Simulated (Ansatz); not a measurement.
CH₇AlOSi (`[CH3][Al]([OH])[SiH3]`). Charge 0, multiplicity 1. Geometry: relaxed with PBE0-D4/def2-TZVP. It is one conformer, not always the lowest.

```xyz
11

C    -0.670    1.138   -1.540
Al    0.416    0.397   -0.109
O     1.926    1.130    0.175
Si   -0.254   -1.511    1.294
H    -0.179    1.988   -2.019
H    -1.643    1.472   -1.165
H    -0.875    0.386   -2.309
H     2.526    0.834    0.857
H    -1.543   -1.249    1.999
H    -0.460   -2.744    0.478
H     0.758   -1.842    2.339
```

What is the dipole moment at PBE/def2-TZVPP? (An estimate is asked.)

Ansatz gave: 0.12 D, with components (0.11, 0.03, 0.05) D in this frame, pointing from negative to positive charge.

And with r2SCAN, B3LYP, ωB97M-V? (Estimate.)

Computed: r2SCAN 0.13 D, B3LYP 0.14 D, ωB97M-V 0.13 D.

Give the Mulliken charges with PBE, r2SCAN, B3LYP in def2-TZVPP. (Best estimate.)

The calculation gave: 
| atom | PBE | r2SCAN | B3LYP |
| --- | --- | --- | --- |
| C1 | -0.44 | -0.39 | -0.45 |
| Al2 | 0.51 | 0.64 | 0.57 |
| O3 | -0.36 | -0.43 | -0.40 |
| Si4 | -0.06 | -0.01 | 0.01 |
| H5 | 0.11 | 0.08 | 0.11 |
| H6 | 0.10 | 0.07 | 0.09 |
| H7 | 0.10 | 0.07 | 0.09 |
| H8 | 0.17 | 0.19 | 0.17 |
| H9 | -0.04 | -0.07 | -0.06 |
| H10 | -0.05 | -0.07 | -0.06 |
| H11 | -0.05 | -0.07 | -0.07 |

B3LYP here is the variant with VWN-RPA as its local correlation; programs differ in this.
